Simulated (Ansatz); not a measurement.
Input for Ansatz (an electronic-structure program): U-CCSD(T)/cc-pVTZ on GaH3O (SMILES [OH][GaH2]), a point of a bond scan (R = 2.334 Å). The run froze 15 orbitals, filled d shells among them.

Ansatz 0.2 input:
```yaml
crystal:
  periodic: [false, false, false]
  atoms:
    - {symbol: Ga, position_ang: [-0.22521905, -0.28436532, 0.02581913]}
    - {symbol: H, position_ang: [0.20301478, -1.80358926, 1.74546991]}
    - {symbol: H, position_ang: [-1.35945454, -0.30870479, -1.05292543]}
    - {symbol: O, position_ang: [0.93817677, 1.08727522, -0.02402144]}
    - {symbol: H, position_ang: [0.77556061, 1.72300911, -0.72754919]}
basis:
  gaussian:
    orbitals: cc-pVTZ
correlation: {method: ccsd_t, electrons: outside_noble_gas}
scf: {omitted_lower_state_checks: [cluster_reference]}
magnetization: {spin_polarized: true, initial_magnetization: 0}
```

It printed:

```
WARN ansatz: RAYON_NUM_THREADS=1 ignored (pool sized by the plan → 1); use --threads N
Functional definition: HF
these checks for a lower state are left out or cut short: cluster_reference
integrals: 0.26 GiB planned
695 factors; integrals over basis functions are off by at most 1.8e-3 eV
mean field: 0.34 GiB planned
mean field evaluation 1: about -54416.0532 eV, gradient 2.8e1 eV
mean field evaluation 2: about -54416.0556 eV, gradient 2.8e1 eV
mean field evaluation 4: about -54419.1440 eV, gradient 1.6e0 eV
mean field evaluation 8: about -54419.1725 eV, gradient 1.1e-3 eV
mean field evaluation 16: about -54419.2220 eV, gradient 1.7e-3 eV
mean field evaluation 32: about -54419.2220 eV, gradient 2.1e-6 eV
mean field -54419.22197419 eV, -1999.8695208779 hartree, gradient 2.3e-6 eV, S^2 0.250952; 4 other end points of the search recorded, 0 dependent functions left out
15 core orbitals not correlated, not the lowest: weight in the atoms' cores, before any rotation towards them, 0.793 or more for the frozen orbitals, at most 0.211 for the correlated occupied ones
reference -54419.22197419 eV, -1999.8695208779 hartree; 6, 6 occupied and 94, 94 virtual orbitals, 695 factors
second order -8.96084189 eV of doubles, -0.00000000 eV of singles
coupled cluster: 0.53 GiB planned
cycle   1  -9.06139599 eV  change   -1.0e-1 eV  update   9.4e-2
cycle   2  -9.38012911 eV  change   -3.2e-1 eV  update   5.2e-2
cycle   3  -9.58272724 eV  change   -2.0e-1 eV  update   4.2e-2
cycle   4  -9.64185193 eV  change   -5.9e-2 eV  update   2.8e-2
cycle   5  -9.69764477 eV  change   -5.6e-2 eV  update   1.5e-2
cycle   6  -9.70901454 eV  change   -1.1e-2 eV  update   5.1e-3
cycle   7  -9.70888960 eV  change    1.2e-4 eV  update   1.7e-3
cycle   8  -9.70991008 eV  change   -1.0e-3 eV  update   6.6e-4
cycle   9  -9.70993364 eV  change   -2.4e-5 eV  update   2.6e-4
cycle  10  -9.70983345 eV  change    1.0e-4 eV  update   9.4e-5
cycle  11  -9.70992455 eV  change   -9.1e-5 eV  update   3.7e-5
cycle  12  -9.70992456 eV  change   -1.1e-8 eV  update   1.3e-5
coupled cluster: 0.53 GiB planned
perturbative correction -0.33586775 eV, -0.0123429121 hartree
Total energy: -54429.26776650 eV, -2000.2386969362 hartree
Checks for a lower state left out: cluster_reference
```

The calculation finished and met its thresholds. Its determinant has ⟨S²⟩ = 0.25, a mixture of spin states.

Cost: around 10 core-seconds (rough).
